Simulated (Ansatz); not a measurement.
Mo4O12⁺, that is (MoO3)4 with one electron fewer. Total charge 1; doublet. Geometry PBE-D4/def2-SVP, that of the neutral singlet; atoms count from 1.

```xyz
16

O     2.811    0.471   -2.653
Mo    2.126    1.012   -1.204
O     3.054    2.322   -0.668
O     0.326    1.521   -1.478
Mo   -1.466    1.886   -1.003
O    -2.406    2.239   -2.364
O    -1.529    3.234    0.019
O    -2.113    0.360   -0.096
Mo   -2.125   -1.012    1.205
O    -2.810   -0.470    2.655
O    -3.054   -2.321    0.670
O    -0.325   -1.521    1.479
Mo    1.466   -1.886    1.002
O     2.407   -2.243    2.362
O     1.527   -3.233   -0.022
O     2.114   -0.360    0.097
```

In the def2 sets Mo takes a core potential; there is no spin–orbit coupling. Single mean-field runs in def2-TZVP are fitted with def2-universal-jkfit.

**Question.** Estimate the Mulliken populations from the PBE0/def2-TZVP orbitals of Ansatz.

**Answer.** 
| atom | charge (e) | spin (α − β) | d electrons |
| --- | --- | --- | --- |
| O1 | -0.36 | 0.35 | – |
| Mo2 | 1.97 | -0.19 | 3.54 |
| O3 | -0.36 | 0.35 | – |
| O4 | -0.89 | 0.00 | – |
| Mo5 | 1.92 | 0.00 | 3.58 |
| O6 | -0.44 | 0.00 | – |
| O7 | -0.45 | 0.00 | – |
| O8 | -0.89 | 0.00 | – |
| Mo9 | 1.97 | -0.19 | 3.54 |
| O10 | -0.36 | 0.35 | – |
| O11 | -0.36 | 0.35 | – |
| O12 | -0.89 | 0.00 | – |
| Mo13 | 1.92 | 0.00 | 3.58 |
| O14 | -0.44 | 0.00 | – |
| O15 | -0.45 | 0.00 | – |
| O16 | -0.89 | 0.00 | – |
Mulliken values depend strongly on the basis.

**Question.** Where does the spin sit?

**Answer.** Summed by element: O 1.38, Mo -0.38, of 1 unpaired in all. Largest on single atoms: O10 0.35, O11 0.35, O3 0.35.

**Question.** And the Mayer bond orders between heavy atoms (over 0.3)?

**Answer.** O1–Mo2 1.80 (1.69 Å); Mo2–O3 1.80 (1.69 Å); Mo2–O4 0.82 (1.89 Å); Mo2–O16 0.82 (1.89 Å); O4–Mo5 0.66 (1.89 Å); Mo5–O6 1.98 (1.69 Å); Mo5–O7 1.98 (1.69 Å); Mo5–O8 0.66 (1.89 Å); O8–Mo9 0.82 (1.89 Å); Mo9–O10 1.80 (1.69 Å); Mo9–O11 1.80 (1.69 Å); Mo9–O12 0.82 (1.89 Å); O12–Mo13 0.66 (1.89 Å); Mo13–O14 1.98 (1.69 Å); Mo13–O15 1.98 (1.69 Å); Mo13–O16 0.66 (1.89 Å).
